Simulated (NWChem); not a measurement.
System: TiH₂S₂F₂; SMILES [F][Ti]([F])([SH])[SH]

The following NWChem deck was run.

```
start job
memory heap 200 mb stack 900 mb global 1100 mb
geometry units angstroms noautosym nocenter noautoz
  Ti     0.000000     0.000000     0.467808
  F     -0.036443    -1.460436     1.386153
  F      0.036443     1.460436     1.386153
  S      1.840486    -0.175351    -0.855202
  H      1.608890     1.063729    -1.354392
  S     -1.840486     0.175351    -0.855202
  H     -1.608890    -1.063729    -1.354392
end
basis spherical
  * library def2-svpd
end
dft
  xc pbe0
  iterations 150
end
property
  response 1 0.0
end
task dft property
```

NWChem printed, in part:

```
             Northwest Computational Chemistry Package (NWChem) 7.3.0
             --------------------------------------------------------

                             Geometry "geometry" -> ""
                             -------------------------

 Output coordinates in angstroms (scale by  1.889725989 to convert to a.u.)

  No.       Tag          Charge          X              Y              Z
 ---- ---------------- ---------- -------------- -------------- --------------
    1 Ti                  22.0000     0.00000000     0.00000000     0.46780800
    2 F                    9.0000    -0.03644300    -1.46043600     1.38615300
    3 F                    9.0000     0.03644300     1.46043600     1.38615300
    4 S                   16.0000     1.84048600    -0.17535100    -0.85520200
    5 H                    1.0000     1.60889000     1.06372900    -1.35439200
    6 S                   16.0000    -1.84048600     0.17535100    -0.85520200
    7 H                    1.0000    -1.60889000    -1.06372900    -1.35439200

 Effective nuclear repulsion energy (a.u.)     461.8270179156

                              NWChem Property Module
                              ----------------------

                                 NWChem DFT Module
                                 -----------------

 Summary of "ao basis" -> "ao basis" (spherical)
 ------------------------------------------------------------------------------
       Tag                 Description            Shells   Functions and Types
 ---------------- ------------------------------  ------  ---------------------
 Ti                        def2-svpd                12       34   5s4p2d1f
 F                         def2-svpd                 9       23   4s3p2d
 S                         def2-svpd                11       27   5s4p2d
 H                         def2-svpd                 4        8   2s2p

            General Information
            -------------------
          SCF calculation type: DFT
          Wavefunction type:  closed shell.
          No. of atoms     :     7
          No. of electrons :    74
           Alpha electrons :    37
            Beta electrons :    37
          Charge           :     0
          Spin multiplicity:     1
          Use of symmetry is: off; symmetry adaption is: off
          Maximum number of iterations: 150
          AO basis - number of functions:   150
                     number of shells:    60
          Convergence on energy requested:  1.00D-06
          Convergence on density requested:  1.00D-05
          Convergence on gradient requested:  5.00D-04

              XC Information
              --------------
                         PBE0 Method XC Functional
                     Hartree-Fock (Exact) Exchange  0.250
          PerdewBurkeErnzerhof Exchange Functional  0.750
            Perdew 1991 LDA Correlation Functional  1.000 local
           PerdewBurkeErnz. Correlation Functional  1.000 non-local

             Grid Information
             ----------------
          Grid used for XC integration:  medium
          Radial quadrature: Mura-Knowles
          Angular quadrature: Lebedev.
          Tag              B.-S. Rad. Rad. Pts. Rad. Cut. Ang. Pts.
          ---              ---------- --------- --------- ---------
          Ti                  1.40      112          12.0       590
          F                   0.50       49          12.0       434
          S                   1.00       88          14.0       590
          H                   0.35       45          12.0       434
          Grid pruning is: on
          Number of quadrature shells:   476
          Spatial weights used:  Erf1

      Superposition of Atomic Density Guess
      -------------------------------------

 Sum of atomic energies:       -1842.55515806

      Non-variational initial energy
      ------------------------------

 Total energy =   -1842.891819
 1-e energy   =   -3459.986690
 2-e energy   =    1155.267853
 HOMO         =      -0.335738
 LUMO         =      -0.017959

   convergence    iter        energy       DeltaE   RMS-Dens  Diis-err
 ---------------- ----- ----------------- --------- --------- ---------
 d= 0,ls=0.0,diis     1  -1845.3152322119 -2.31D+03  3.70D-02  3.02D+00
 d= 0,ls=0.0,diis     2  -1829.3579719592  1.60D+01  2.91D-02  1.40D+02
 d= 0,ls=0.0,diis     3  -1845.2567639395 -1.59D+01  5.64D-03  6.52D+00
 d= 0,ls=0.0,diis     4  -1845.4895676920 -2.33D-01  3.35D-03  2.78D+00
 d= 0,ls=0.0,diis     5  -1845.7250146300 -2.35D-01  2.87D-03  7.90D-01
 d= 0,ls=0.0,diis     6  -1845.8105331646 -8.55D-02  1.99D-04  9.50D-04
  Resetting Diis
 d= 0,ls=0.0,diis     7  -1845.8106314560 -9.83D-05  7.73D-05  1.37D-04
 d= 0,ls=0.0,diis     8  -1845.8106530209 -2.16D-05  3.43D-05  4.56D-06
 d= 0,ls=0.0,diis     9  -1845.8106505329  2.49D-06  2.59D-05  2.22D-05
 d= 0,ls=0.0,diis    10  -1845.8106534669 -2.93D-06  5.05D-06  2.47D-06
 d= 0,ls=0.0,diis    11  -1845.8106537320 -2.65D-07  1.50D-06  7.80D-08

         Total DFT energy =    -1845.810653731985
      One electron energy =    -3462.700816730643
           Coulomb energy =     1269.421514649016
    Exchange-Corr. energy =     -114.358369565986
 Nuclear repulsion energy =      461.827017915627

 Numeric. integr. density =       74.000004757861

                       DFT Final Molecular Orbital Analysis
                       ------------------------------------

 Vector   35  Occ=2.000000D+00  E=-3.457700D-01
              MO Center= -2.3D-07,  2.1D-08, -6.5D-01, r^2= 4.5D+00
   Bfn.  Coefficient  Atom+Function         Bfn.  Coefficient  Atom+Function
  ----- ------------  ---------------      ----- ------------  ---------------
    21      0.325692  1 Ti d  1              92     -0.294334  4 S  px
   127     -0.294334  6 S  px                89     -0.234875  4 S  px
   124     -0.234875  6 S  px                94      0.183408  4 S  pz
   129     -0.183408  6 S  pz                 9     -0.170727  1 Ti px
    26      0.160573  1 Ti d  1              91      0.152121  4 S  pz

 Vector   36  Occ=2.000000D+00  E=-3.247542D-01
              MO Center=  1.2D-07, -6.2D-09, -6.8D-01, r^2= 4.2D+00
   Bfn.  Coefficient  Atom+Function         Bfn.  Coefficient  Atom+Function
  ----- ------------  ---------------      ----- ------------  ---------------
    94      0.248513  4 S  pz               129      0.248513  6 S  pz
    92      0.218437  4 S  px               127     -0.218437  6 S  px
    20     -0.190541  1 Ti d  0              91      0.190355  4 S  pz
   126      0.190355  6 S  pz                93      0.169631  4 S  py
   128     -0.169631  6 S  py                89      0.163230  4 S  px

 Vector   37  Occ=2.000000D+00  E=-2.904094D-01
              MO Center= -1.1D-07,  8.7D-09, -7.4D-01, r^2= 4.9D+00
   Bfn.  Coefficient  Atom+Function         Bfn.  Coefficient  Atom+Function
  ----- ------------  ---------------      ----- ------------  ---------------
    94      0.332967  4 S  pz               129     -0.332967  6 S  pz
    91      0.243528  4 S  pz               126     -0.243528  6 S  pz
    92      0.231280  4 S  px               127      0.231280  6 S  px
    89      0.176667  4 S  px               124      0.176667  6 S  px
    93      0.154826  4 S  py               128      0.154826  6 S  py

 Vector   38  Occ=0.000000D+00  E=-1.195581D-01
              MO Center= -7.4D-09,  1.2D-08,  3.3D-01, r^2= 1.8D+00
   Bfn.  Coefficient  Atom+Function         Bfn.  Coefficient  Atom+Function
  ----- ------------  ---------------      ----- ------------  ---------------
    20      0.535737  1 Ti d  0              18      0.524295  1 Ti d -2
    23      0.233011  1 Ti d -2              25      0.231630  1 Ti d  0
    39     -0.117006  2 F  px                62      0.117006  3 F  px
    22     -0.097303  1 Ti d  2              42      0.095147  2 F  px
    65     -0.095147  3 F  px               108     -0.086645  5 H  s

 Vector   39  Occ=0.000000D+00  E=-1.121810D-01
              MO Center=  8.2D-09,  5.6D-09,  2.6D-01, r^2= 2.1D+00
   Bfn.  Coefficient  Atom+Function         Bfn.  Coefficient  Atom+Function
  ----- ------------  ---------------      ----- ------------  ---------------
    18      0.555555  1 Ti d -2              20     -0.467226  1 Ti d  0
    23      0.237580  1 Ti d -2              22      0.210609  1 Ti d  2
    25     -0.193200  1 Ti d  0              94     -0.147785  4 S  pz
   129     -0.147785  6 S  pz                39     -0.121149  2 F  px
    62      0.121149  3 F  px                91     -0.100977  4 S  pz

 Vector   40  Occ=0.000000D+00  E=-9.472925D-02
              MO Center= -5.2D-09, -1.7D-08,  2.1D-01, r^2= 3.0D+00
   Bfn.  Coefficient  Atom+Function         Bfn.  Coefficient  Atom+Function
  ----- ------------  ---------------      ----- ------------  ---------------
    21      0.689798  1 Ti d  1              26      0.282791  1 Ti d  1
    92      0.223809  4 S  px               127      0.223809  6 S  px
    15     -0.177220  1 Ti px                19     -0.148539  1 Ti d -1
    89      0.138322  4 S  px               124      0.138322  6 S  px
    12     -0.131792  1 Ti px                39     -0.122262  2 F  px

     Multipole analysis of the density
     ---------------------------------

[...]

 DFT Linear Response polarizability / au
 Frequency  =       0.0000000 / au
              X              Y              Z
 -----------------------------------------------
 X     104.1891777     -1.0685715     -0.0000019
 Y      -1.0685810     64.3610230      0.0000021
 Z      -0.0000019      0.0000021     73.7932878
 -----------------------------------------------
 Eigenvalues =     104.2178264     64.3323743     73.7932878
 Isotropic   =      80.7811628
 Anisotropic =      36.0971655
 -----------------------------------------------

 Magnetic Dipole Response Matrix (nonzero elements):

 Exiting AOResponse driver routine
```

Level: PBE0/def2-SVPD. Geometry: optimised at PBE0/def2-SVP.
